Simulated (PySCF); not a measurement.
A structure optimised at B3LYP-D3(BJ)/def2-SVP, used in a PySCF frequency run:

```
C
C 1 1.3394
H 2 1.0939 1 121.61
H 2 1.0943 3 117.05 1 -179.59
C 1 1.5042 2 123.07 3 0.88
H 5 1.0995 1 112.02 2 3.12
H 5 1.1009 6 109.51 1 -122.30
H 5 1.1046 6 108.40 7 -115.55
C 1 1.5136 2 121.11 3 -179.57
H 9 1.1060 1 108.38 2 120.30
H 9 1.1098 10 106.47 1 116.97
N 9 1.4622 10 107.34 11 123.08
H 12 1.0194 9 110.60 10 -55.02
H 12 1.0206 13 106.68 9 119.42
```
Charge 0, spin multiplicity 1.

### Question
Write its SMILES and formula.

### Answer
C=C(C)CN, C₄H₉N

### Question
What are its rotational constants (standard atomic weights)?

### Answer
7.4468, 3.8599, 2.8933 GHz
